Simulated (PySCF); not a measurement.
Polarisability and C₆ of Rh (rhodium, neutral)

[Kr] 4d8 5s1, high-spin 4F determinant. Computed with PySCF 2.14 in aug-cc-pwCVTZ-PP with ECP28MDF, with scalar relativity through the core potential. Coupled (time-dependent) response in atomic units; α is the mean over directions.

| method | mean α (bohr³) | C₆ (like pair) | S(−4) |
| --- | --- | --- | --- |
| wB97M-V | 67.31 | 588.0 | 3597 |

S(−4) is the Cauchy moment in α(ω) = α(0) + S(−4) ω² + …

Reference α: 66 ± 10 bohr³ (recommended; Schwerdtfeger and Nagle, table of static dipole polarizabilities (2023 update)). Published C₆: 708.0 (Gould and Bucko (2016)).

Spin-orbit coupling is absent.

α(iu) at wB97M-V:

```tsv
u (hartree)	α(iu) (bohr³)
0	67.31
0.0500	59.63
0.100	45.77
0.200	27.04
0.300	18.40
0.500	11.19
0.750	7.466
1.00	5.476
1.50	3.361
2.00	2.284
3.00	1.249
5.00	0.5315
```

Energies and moments cover only the electrons outside the core potential.
